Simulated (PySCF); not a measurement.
Two species compared at the same levels of theory.

First species: C2H11O2PSi2.
Numbering: `[CH3:1][CH2:2][O:3][Si@@H:4]([PH2:5])[O:6][SiH3:7]` (hydrogens: H8, H9, H10 on C1; H11, H12 on C2; H13 on Si4; H14, H15 on P5; H16, H17, H18 on Si7)

Second species: C4H5ClOSi.
Z-matrix (Å and degrees, GFN2-xTB geometry), rows numbered from 1:
```
O 
C   1  1.2037
C   2  1.4603  1  125.59
C   3  1.3478  2  128.68  1   170.03
Si  4  1.8977  3   94.85  2  -178.75
C   3  1.5067  2  126.44  1    -8.48
Cl  6  1.7902  3  111.61  2   -65.08
H   2  1.1105  1  121.28  3   179.00
H   4  1.0782  3  126.22  2    -0.29
H   5  1.4587  4  116.26  3   110.17
H   5  1.4544  4  116.25  3  -109.19
H   6  1.0880  3  113.97  2    55.06
```

Levels: wB97X-D/def2-SVPD for dipole moment, HOMO energy, LUMO energy, HOMO–LUMO gap, static isotropic polarisability and electronic spatial extent ⟨r²⟩ about the centre of nuclear charge; TDDFT wB97X-D/def2-SVPD for lowest singlet excitation; TDA wB97X-D/def2-SVPD for lowest triplet excitation (Tamm–Dancoff); GFN2-xTB for rotational constant A and rotational constant C. Geometries: GFN2-xTB. Each species is one conformer at its optimised geometry, gas phase, non-relativistic unless stated; the electronic structure was computed with PySCF and density fitting.

The conformers computed, where there is a choice (atom-mapped SMILES and torsion angles):
- `[CH3:1][CH2:2][O:3][Si@@H:4]([PH2:5])[O:6][SiH3:7]`: C1–C2–O3–Si4 80°, C2–O3–Si4–P5 42°, O3–Si4–O6–Si7 11°, H–P5–Si4–O3 177°, H–P5–Si4–O3 -90°
- `[O:1]=[CH:2][C:3]1=[CH:4][SiH2:5][C@H:6]1[Cl:7]`: O1–C2–C3–C4 170°

Which of the two has the higher S1 energy, and by how much?

The first: 6.33 eV against 3.53 eV, a difference of 2.80 eV.

Which of the two has the higher HOMO–LUMO gap, and by how much?

The first: 10.85 eV against 8.83 eV, a difference of 2.02 eV.

Which of the two has the higher rotational constant A, and by how much?

The second: 2.328 GHz against 1.786 GHz, a difference of 0.542 GHz.

Which of the two has the higher static isotropic polarisability, and by how much?

The first: 106.7 au against 87.9 au, a difference of 18.8 au.

Which has the higher HOMO energy?

The first: -9.08 eV against -9.50 eV, a difference of 0.42 eV.

Which has the higher ⟨r²⟩?

The first: 1795 bohr² against 1099 bohr², a difference of 696 bohr².

Which of the two has the higher T1 energy, and by how much?

The first: 5.78 eV against 3.04 eV, a difference of 2.74 eV.

Which has the higher rotational constant C?

The second: 1.028 GHz against 0.655 GHz, a difference of 0.373 GHz.

On the first: No computed singlet falls in the visible range (750 to 380 nm, 1.65 to 3.26 eV); S1 lies 3.07 eV above its blue end. The vertical singlet–triplet gap S1 − T1 is 0.55 eV (TDDFT singlet less Tamm–Dancoff triplet; S1: HOMO→LUMO+1, weight 0.31, beside HOMO→LUMO, weight 0.29; T1: HOMO→LUMO, weight 0.36, beside HOMO→LUMO+3, weight 0.20).

On the second: The principal polarisabilities are 67.1, 87.3 and 109.4 au; their mean is the isotropic value. The dipole matches unit charges of opposite sign 0.95 Å apart (1 e·Å = 4.8032 D).
